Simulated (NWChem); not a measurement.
# SiICl, singlet; SMILES Cl[Si]I

All runs: NWChem. Low-valent species are run as closed-shell singlets; no triplet was tried in these runs. All runs use the structure optimised with PBE0/def2-SVP. def2 effective core potentials on I; no spin-orbit coupling.

For level OLYP/def2-SVP:

- highest occupied level (eV): -6.12
- orbital gap (eV): 2.55
- dipole (D): 0.68

Question: What are these values for level B3PW91/def2-SVP?

Answer: 
- highest occupied level (eV) = -7.21
- orbital gap (eV) = 3.91
- dipole (D) = 0.91
